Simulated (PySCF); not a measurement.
Electron correlation in S³⁺ (sulfur, charge +3)

[Ne] 3s2 3p1, 2P determinant. Calculation: PySCF 2.14, in cc-pV(D+d)Z; the non-relativistic Hamiltonian (point nucleus). Frozen: [Ne]; 3 electrons correlated.

MP2 pair energies summed by pair of shells (mhartree):

```json
{"pair": "3s-3s", "energy": "-24.31", "share (%)": "57.7"}
{"pair": "3s-3p", "energy": "-17.85", "share (%)": "42.3"}
```

Total MP2 correlation energy: -42.16 mhartree.

Same-spin part -2.46 and opposite-spin part -39.70 mhartree; SCS-MP2 scales them by 1/3 and 6/5 to -48.46 mhartree.

```json
{"level": "CCSD", "correlation energy (mhartree)": "-64.02"}
{"level": "(T)", "correlation energy (mhartree)": "-0.62"}
{"level": "CCSD(T)", "correlation energy (mhartree)": "-64.64"}
```

Diagnostics: T1 = 0.0094, D1 = 0.0225, largest double amplitude 0.110.

Cost of the coupled-cluster step: 0.12 s of wall time on 1 thread of Neoverse-V1 (shared host), for 3 correlated electrons.
